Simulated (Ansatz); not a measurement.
Basis-set extrapolation for C$_{5}$H$_{4}$FLi (`F[C@@]12[C@H]3[C@H]4[C@H]5[C@@H]1[Li]4532`) (PBE0-D4/def2-TZVP geometry, frozen core, Ansatz). Multiplicity 1, RHF reference. For Li the program correlates outer-core shells too, which these sets cover unevenly, so the extrapolated numbers aren't a true limit.

```
                      def2-TZVPP   def2-QZVPP
                 HF  -298.670194  -298.683151
    MP2 correlation    -1.091048    -1.168204
CCSD(T) correlation    -1.160008      not run
```

Energies in hartree. Use E(X) = E(∞) + A·exp(−7.88·√X) for Hartree–Fock and E(X) = E(∞) + B·X^(−2.97) for correlation, with X = 3 and 4, and add CCSD(T) minus MP2 of the smaller set to the MP2 limit.

What is the CCSD(T) energy at the basis-set limit?

HF limit: -298.683151 + (-0.012957) × 0.13774 = -298.68494. MP2 limit: -1.168204 + (-0.077156) × 0.74074 = -1.22536. Higher-order term: -1.160008 − (-1.091048) = -0.06896. Total: -299.97926 hartree, 4.06 eV below CCSD(T)/def2-TZVPP.
